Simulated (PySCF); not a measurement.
Job file and geometry (Å, from GFN2-xTB) of an NMR shielding run on `InChI=1S/C9H10N2/c1-2-5-9(6-3-1)11-8-4-7-10-11/h1-3,5-7H,4,8H2`, GIAO PBE0/pcSseg-1 NMR shielding, non-relativistic, gas phase in PySCF 2.14.0, density-fitted response routines; density fitting, a coarse starting grid and PySCF grid level 2 are the driver's defaults:

```
{"job": {"kind": "nmr", "xc": "PBE0", "basis": "pcSseg-1"}, "charge": 0, "multiplicity": 1}
C      2.617816     0.836622    -1.142942
N      1.351530     0.816361    -1.254544
N      0.800623     0.177181    -0.214045
C     -0.557092     0.013326    -0.086005
C     -1.104632    -0.658601     1.008788
C     -2.474897    -0.808752     1.112514
C     -3.318365    -0.300900     0.140205
C     -2.776986     0.366325    -0.948353
C     -1.412939     0.525613    -1.066090
C      1.805951    -0.306508     0.737623
C      3.126344     0.150040     0.102400
H      3.237468     1.304919    -1.881652
H     -0.466577    -1.063904     1.778883
H     -2.885523    -1.330327     1.965051
H     -4.387015    -0.422911     0.229729
H     -3.426751     0.766801    -1.712713
H     -0.981875     1.043185    -1.907901
H      1.739088    -1.394548     0.829394
H      1.636000     0.143242     1.720254
H      3.683096     0.842595     0.735636
H      3.785815    -0.682814    -0.146703
```

**Question.** Write the output of this run.

**Answer.** 
```
coarse grid: 18104 points
cycle   1  E = -457.7223774082  dE =  2.156e+00  |g| = 4.701e-01  |ddm| = 4.546e+00
cycle   2  E = -457.6887924281  dE =  3.358e-02  |g| = 6.249e-01  |ddm| = 1.128e+00
cycle   3  E = -457.7794428555  dE = -9.065e-02  |g| = 1.312e-01  |ddm| = 6.297e-01
cycle   4  E = -457.7829119609  dE = -3.469e-03  |g| = 6.206e-02  |ddm| = 1.914e-01
cycle   5  E = -457.7838053379  dE = -8.934e-04  |g| = 1.954e-02  |ddm| = 6.645e-02
cycle   6  E = -457.7838816395  dE = -7.630e-05  |g| = 5.913e-03  |ddm| = 1.928e-02
cycle   7  E = -457.7838888961  dE = -7.257e-06  |g| = 1.621e-03  |ddm| = 6.957e-03
final grid: 176576 points
cycle   8  E = -457.8476917495  dE = -6.038e-05  |g| = 8.632e-03  |ddm| = 5.759e-02
cycle   9  E = -457.8476891112  dE =  2.638e-06  |g| = 9.321e-03  |ddm| = 1.895e-02
cycle  10  E = -457.8477112907  dE = -2.218e-05  |g| = 1.293e-03  |ddm| = 1.000e-02
cycle  11  E = -457.8477116817  dE = -3.910e-07  |g| = 4.897e-04  |ddm| = 1.734e-03
cycle  12  E = -457.8477117389  dE = -5.723e-08  |g| = 1.327e-04  |ddm| = 5.041e-04
cycle  13  E = -457.8477117420  dE = -3.066e-09  |g| = 6.995e-05  |ddm| = 1.892e-04
cycle  14  E = -457.8477117431  dE = -1.080e-09  |g| = 1.605e-05  |ddm| = 6.725e-05
cycle  15  E = -457.8477117431  dE = -6.298e-11  |g| = 1.912e-06  |ddm| = 1.558e-05
converged SCF energy = -457.8477117431

GIAO shielding tensors (ppm)
atom      isotropic    diamagn.    paramagn.     s11        s22        s33       span
  0 C       49.831     254.799    -204.968    -41.058     79.792    110.759    151.817
  1 N     -105.832     322.293    -428.124   -409.163    -86.761    178.429    587.592
  2 N       91.569     332.664    -241.096     31.599     62.287    180.820    149.221
  3 C       40.342     249.383    -209.041    -45.689     22.676    144.040    189.728
  4 C       75.210     256.624    -181.414    -10.392     63.844    172.179    182.571
  5 C       52.808     252.235    -199.427    -59.265     41.078    176.610    235.876
  6 C       63.778     254.067    -190.289    -41.827     55.491    177.671    219.498
  7 C       51.815     252.794    -200.979    -59.998     38.629    176.814    236.812
  8 C       67.897     252.167    -184.270    -24.355     51.989    176.059    200.414
  9 C      141.144     246.438    -105.294    117.029    136.213    170.190     53.161
 10 C      150.784     257.371    -106.587    124.703    155.196    172.453     47.750
 11 H       25.219      30.563      -5.343     22.798     26.058     26.802      4.004
 12 H       25.355      34.791      -9.436     20.462     25.026     30.578     10.117
 13 H       24.208      29.866      -5.658     20.821     24.572     27.233      6.412
 14 H       24.722      28.722      -4.000     21.445     25.795     26.926      5.481
 15 H       24.165      29.358      -5.192     20.841     24.652     27.003      6.162
 16 H       23.690      32.135      -8.445     18.145     24.031     28.894     10.749
 17 H       28.019      31.886      -3.868     22.626     28.049     33.381     10.755
 18 H       28.021      31.886      -3.865     22.636     28.050     33.376     10.740
 19 H       28.679      29.750      -1.072     24.128     26.863     35.044     10.916
 20 H       28.679      29.749      -1.071     24.127     26.865     35.044     10.917
```

**Question.** Turn these shieldings into chemical shifts. Referencing at the same level of theory: 13C (σ = 186.93 ppm) and 1H (σ = 31.72 ppm) vs TMS; 15N (σ = 267.73 ppm) vs NH3.

**Answer.** Averaging equivalent atoms: C 3: 146.6; C 0: 137.1; C 5/7: 134.6; C 6: 123.1; C 4/8: 115.4; C 9: 45.8; C 10: 36.1; N 1: 373.6; N 2: 176.2; H 13/15: 7.53; H 12/16: 7.19; H 14: 6.99; H 11: 6.50; H 17/18: 3.70; H 19/20: 3.04 ppm. Experimental scales use liquid or dissolved standards, which lie at an offset from isolated NH3 (liquid NH3: subtract about 20 ppm). Unscaled 15N shifts of sp2 nitrogen come out 20 to 40 ppm too high even then.

Size and cost of the density-fitted run: 237 basis functions, 53 s wall time on 1 thread of an x86-64 server CPU, shared host.
